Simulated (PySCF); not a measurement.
Computed IR spectrum (relative IR intensity) of a molecule C3H5NOSi. Coordinates come from a PBE-D3(BJ)/def2-SVP optimisation. One conformer was computed; it need not be the lowest. All values below come from PBE-D3(BJ)/def2-SVP run with PySCF. Frequencies are harmonic and unscaled.

Lines under 2 % of the strongest are left out, and lines within 2 cm⁻¹ are merged.

```
ν (cm⁻¹)  relative intensity
--------  ------------------
18                       6.9
92                       5.7
395                      6.8
401                      4.0
466                      2.9
567                       25
706                      5.6
801                       71
877                      6.8
892                       30
1141                      22
1334                      13
1345                     5.8
1727                      62
2168                      24
2181                      41
2289                      18
2733                     100
```

Question: Which structure fits?
(A) C=C=C1N[SiH2]O1
(B) N#CC[SiH2]C=O
(C) O=CC1=NC[SiH2]1
(D) O=C1C=N[SiH2]C1

Answer: B, N#CC[SiH2]C=O
